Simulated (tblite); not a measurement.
C₆H₆N₂O.
Bonds: C1–C2, C2–O3 (double), C2–C4, C4–C5 (aromatic), C5–C6 (aromatic), C6–N7 (aromatic), N7–N8 (aromatic), N8–C9 (aromatic), C4–C9 (aromatic). Hydrogens: H10, H11, H12 on C1; H13 on C5; H14 on C6; H15 on C9.

Computed with GFN2-xTB (tblite), gas phase: L-BFGS steps from a force-field or distance-geometry start until the largest atomic force falls under 0.01 eV/Å.

Step 46: E = -700.8796 eV
```
atom  x, y, z in Å  |  force x, y, z in eV/Å
C1      2.3442   -0.3463    0.1907    0.010   0.017   0.015
C2      1.2441    0.6781    0.1700   -0.028  -0.014  -0.046
O3      1.4436    1.8573    0.3395   -0.014  -0.038  -0.017
C4     -0.1423    0.1677   -0.0678   -0.005  -0.006   0.035
C5     -1.2026    1.0674   -0.0666    0.005  -0.016  -0.006
C6     -2.4841    0.5437   -0.2079    0.003   0.012  -0.031
N7     -2.7159   -0.7494   -0.3293   -0.006   0.008  -0.006
N8     -1.7298   -1.5919   -0.3722    0.013   0.047  -0.028
C9     -0.4830   -1.1792   -0.2620    0.004   0.011   0.007
H10     2.4514   -0.7854   -0.8007   -0.026  -0.025   0.042
H11     2.1184   -1.1372    0.9053    0.028   0.049  -0.059
H12     3.2755    0.1437    0.4638    0.018  -0.035   0.008
H13    -1.0211    2.1265    0.0471    0.007  -0.040   0.037
H14    -3.3569    1.1797   -0.2159   -0.036  -0.008   0.009
H15     0.2540   -1.9666   -0.3329    0.024   0.037   0.040
```

Step 47: E = -700.8807 eV
```
atom  x, y, z in Å  |  force x, y, z in eV/Å
C1      2.3419   -0.3464    0.1913    0.013  -0.003  -0.011
C2      1.2447    0.6798    0.1714   -0.038  -0.023  -0.042
O3      1.4474    1.8580    0.3423   -0.032  -0.019  -0.019
C4     -0.1422    0.1694   -0.0658   -0.013  -0.003   0.024
C5     -1.2030    1.0682   -0.0643   -0.011  -0.020  -0.012
C6     -2.4840    0.5424   -0.2090   -0.004   0.018  -0.016
N7     -2.7148   -0.7510   -0.3338    0.021   0.028  -0.012
N8     -1.7274   -1.5923   -0.3787    0.030   0.058  -0.017
C9     -0.4815   -1.1776   -0.2645    0.020   0.025   0.011
H10     2.4360   -0.8004   -0.7944   -0.017  -0.017   0.026
H11     2.1192   -1.1272    0.9162    0.026   0.022  -0.022
H12     3.2778    0.1416    0.4488    0.032  -0.023   0.014
H13    -1.0204    2.1274    0.0512   -0.009  -0.052   0.035
H14    -3.3589    1.1763   -0.2146   -0.018  -0.011   0.006
H15     0.2607   -1.9601   -0.3351   -0.002   0.021   0.035
```

Step 48: E = -700.8817 eV
```
atom  x, y, z in Å  |  force x, y, z in eV/Å
C1      2.3406   -0.3454    0.1916    0.030  -0.029  -0.002
C2      1.2444    0.6806    0.1725   -0.020  -0.014  -0.015
O3      1.4485    1.8579    0.3466   -0.049   0.004  -0.025
C4     -0.1422    0.1695   -0.0627   -0.013   0.010   0.001
C5     -1.2031    1.0676   -0.0611   -0.026  -0.011  -0.012
C6     -2.4838    0.5420   -0.2105   -0.014   0.019   0.003
N7     -2.7135   -0.7510   -0.3404    0.030   0.029  -0.026
N8     -1.7251   -1.5912   -0.3884    0.032   0.043  -0.005
C9     -0.4800   -1.1765   -0.2681    0.029   0.030   0.012
H10     2.4153   -0.8210   -0.7844    0.003  -0.015  -0.004
H11     2.1255   -1.1113    0.9339    0.025   0.006   0.000
H12     3.2833    0.1417    0.4270    0.007  -0.020   0.004
H13    -1.0198    2.1260    0.0576   -0.015  -0.041   0.035
H14    -3.3604    1.1744   -0.2131   -0.002  -0.012   0.002
H15     0.2658   -1.9554   -0.3394   -0.018   0.002   0.033
```

Step 49: E = -700.8823 eV
```
atom  x, y, z in Å  |  force x, y, z in eV/Å
C1      2.3405   -0.3445    0.1918    0.024  -0.038  -0.013
C2      1.2438    0.6809    0.1734    0.005  -0.006   0.008
O3      1.4474    1.8579    0.3492   -0.048   0.019  -0.029
C4     -0.1423    0.1695   -0.0599   -0.004   0.016  -0.020
C5     -1.2035    1.0668   -0.0588   -0.022   0.001  -0.005
C6     -2.4838    0.5423   -0.2114   -0.015   0.014   0.013
N7     -2.7120   -0.7504   -0.3459    0.020   0.017  -0.037
N8     -1.7231   -1.5894   -0.3961    0.019   0.017   0.003
C9     -0.4785   -1.1755   -0.2707    0.022   0.021   0.009
H10     2.4001   -0.8368   -0.7768    0.019  -0.006  -0.012
H11     2.1323   -1.0987    0.9472    0.020  -0.012   0.022
H12     3.2878    0.1421    0.4108   -0.009  -0.015  -0.007
H13    -1.0196    2.1241    0.0630   -0.015  -0.017   0.036
H14    -3.3611    1.1734   -0.2120   -0.002  -0.006  -0.001
H15     0.2675   -1.9537   -0.3427   -0.013  -0.007   0.032
```

Problem. Estimate the geometry and energy of step 50. (The exact step hangs on the optimiser's Hessian estimate; all steps are aligned on step 49, rigid shifts and turns removed.)

Solution. E = -700.8827 eV, largest force 0.049 eV/Å
```
atom  x, y, z in Å  |  force x, y, z in eV/Å
C1      2.3409   -0.3443    0.1919    0.010  -0.025   0.001
C2      1.2433    0.6808    0.1740    0.017   0.001   0.018
O3      1.4453    1.8580    0.3506   -0.034   0.022  -0.028
C4     -0.1425    0.1693   -0.0585    0.007   0.015  -0.029
C5     -1.2040    1.0660   -0.0571   -0.009   0.010   0.004
C6     -2.4839    0.5427   -0.2119   -0.012   0.004   0.012
N7     -2.7110   -0.7495   -0.3506    0.006   0.005  -0.040
N8     -1.7218   -1.5878   -0.4015    0.005  -0.003   0.003
C9     -0.4774   -1.1747   -0.2724    0.010   0.008   0.005
H10     2.3901   -0.8474   -0.7712    0.028  -0.010  -0.026
H11     2.1387   -1.0899    0.9573    0.015  -0.016   0.025
H12     3.2906    0.1428    0.3987   -0.016  -0.011  -0.014
H13    -1.0191    2.1221    0.0677   -0.015   0.009   0.036
H14    -3.3613    1.1731   -0.2114   -0.010   0.003  -0.002
H15     0.2676   -1.9534   -0.3445   -0.002  -0.011   0.032
```

The energy changes by -0.0004 eV. The first-order estimate −F·Δx gives -0.0005 eV and the mean of the old and new forces, exact on a quadratic surface, -0.0004 eV. The step makes an angle of 81° with the force vector and moves no atom by more than 0.016 Å.

Hardware: one thread, Arm Neoverse V1, on a shared host.
